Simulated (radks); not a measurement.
Problem. The mean radii <r> (bohr) of the occupied orbitals of an atom or ion are listed with their occupations. Method: scalar-relativistic Kohn-Sham, r2SCAN, spin-polarised, spherical densities, finite nucleus; meta-GGA in the generalised Kohn-Sham scheme; Fermi nuclear charge, rms radius of each element as measured or else 0.836 A^(1/3) + 0.57 fm; computed with a radial shooting solver on a logarithmic mesh with Libxc functionals.

| orbital | occ. | <r> |
|---|---|---|
| 1s | 2 | 0.06960 |
| 2s | 2 | 0.3239 |
| 2p | 6 | 0.2895 |
| 3s | 2 | 1.008 |
| 3p | 6 | 1.084 |
| 3d | 2 | 1.426 |

Name the element and its charge.

Solution. Z = 22, titanium, charge +2: Ti2+ in [Ar] 3d(up 1, down 1). The 1s radius gives Z: for a bare nucleus <r> = (2 gamma + 1)/(2Z) with gamma = sqrt(1 - (Z/c)^2), 0.06759 bohr for Z = 22, and screening makes it slightly larger (0.06960 here). The occupations add up to 20, and the charge is Z minus that.
